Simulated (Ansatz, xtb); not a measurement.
**Isomers of C2H6BrClSi in order of energy**

3 gas-phase structures of C2H6BrClSi, from a drawn sample of its isomers (lower ones may exist). Each was relaxed with GFN2-xTB; where two conformers were screened, the lower at r2SCAN-D4/def2-SVP is listed:

A. `C[Si](C)(Cl)Br`, a singlet
B. `C[Si@@H](Br)CCl`, a singlet
C. `C[Si@@H](Cl)CBr`, a singlet

**Question.** Which do you expect lowest at r2SCAN-D4/def2-SVP, and how would the others follow?

**Answer.** Calculated order at r2SCAN-D4/def2-SVP: A (0.000), C (1.735), B (1.868) eV.

Energies above the lowest of each column, in eV; the last columns are at PBE0-D3(BJ)/def2-SVP geometries:

```tsv
structure	GFN2-xTB	HF/STO-3G	r2SCAN-D4/def2-SVP	PBE0-D3(BJ)/def2-SVP	CCSD(T)/def2-SVP + ΔMP2/def2-TZVPP
A	0.000	0.000	0.000	0.000	0.000
C	1.255	1.527	1.735	1.717	1.661
B	1.205	1.749	1.868	1.862	1.850
```

Every level run on A puts it lowest or level with the lowest. Flexible structures stand in one conformer each, not always the lowest. ΔMP2 is the change of the MP2 energy from the smaller to the larger basis.

Programs: Ansatz 0.2.0, xtb 6.7.1.
